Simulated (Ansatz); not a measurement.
Computed with Ansatz on PBE0-D4/def2-TZVP structures; ΔE is electronic, products minus reactants. CCSD(T)/CBS adds triple-zeta CCSD(T) − MP2 to the extrapolated MP2 energy (def2 sets, frozen cores). DFT in def2-TZVPP. B3LYP here is the variant with VWN-RPA as its local correlation; programs differ in this. Each species was taken in one conformer, which may not be the lowest.

Consider the redistribution: `CC[SiH](O)[SiH3]` + `F[SiH2]O[SiH2]Cl` → `CC[SiH2][SiH3]` + `O[SiH](F)O[SiH2]Cl`.

| level | ΔE (kcal/mol) |
| --- | --- |
| r2SCAN-D4 | -10.6 |
| B3LYP-D4 | -9.8 |
| ωB97X-V | -9.8 |
| B2PLYP | -9.3 |
| PBE | -9.6 |
| r2SCAN | -10.5 |
| PBE0 | -10.1 |
| MP2/CBS(def2) | -9.6 |

Task: What does CCSD(T)/CBS give? (An estimate is asked.)

Result: Ansatz gave: -9.9 kcal/mol. The listed levels differ from it by -0.7, 0.1, 0.1, 0.6, 0.3, -0.6, -0.2, 0.3 kcal/mol.

Largest T1 diagnostic among the species: 0.011.

The D4 term adds −0.8 kcal/mol with B3LYP and −0.4 kcal/mol with PBE0; it sums over pairs of atoms, weighted by their polarisabilities, and B3LYP, whose exchange is more repulsive, gets the larger term.
